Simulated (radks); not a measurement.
Ionisation of the chlorine ion Cl2+, [Ne] 3s2 3p3, to [Ne] 3s2 3p2 as the strength of local exchange is varied. All-electron calculation, non-relativistic Kohn-Sham, Slater X-alpha exchange (alpha = 2/3 is LDA exchange), no correlation, spin-polarised, spherical densities, point nucleus; open shells are filled with parallel spins first. Program: a radial shooting solver on a logarithmic mesh with Libxc functionals.

alpha  E(Cl2+) (hartree)  exchange (hartree)  IE (eV)  -e of the level emptied (eV)  <r> of it (bohr)
0.667         -456.11566           -24.72679   38.479                   31.978 (3p)             1.597
0.781         -460.35743           -29.16669   40.739                   34.175 (3p)             1.564
0.9           -464.81851           -33.86769   43.166                   36.541 (3p)             1.530
0.922         -465.64696           -34.74421   43.622                   36.987 (3p)             1.524
0.988         -468.13930           -37.38764   45.005                   38.340 (3p)             1.507

NIST Atomic Spectra Database: 39.8 +/- 0.11 eV (semi-empirical). The Delta-SCF value meets it near alpha = 0.73. Open shells are spherical and high-spin; term and fine-structure splittings are not resolved.
